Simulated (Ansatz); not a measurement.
Species: [Mo(F)3(NH2)3] (charge 0, multiplicity 1), formula H6F3MoN3.

How many basis functions does frozen-core CCSD(T)/def2-TZVPP // BP86-D3(BJ)/def2-SVP run with Ansatz (a first-principles code) use, how many core orbitals are frozen, and how many electrons are correlated?

326 basis functions and 6 frozen orbitals, which leaves 56 correlated electrons. Core time is of the order of hours.
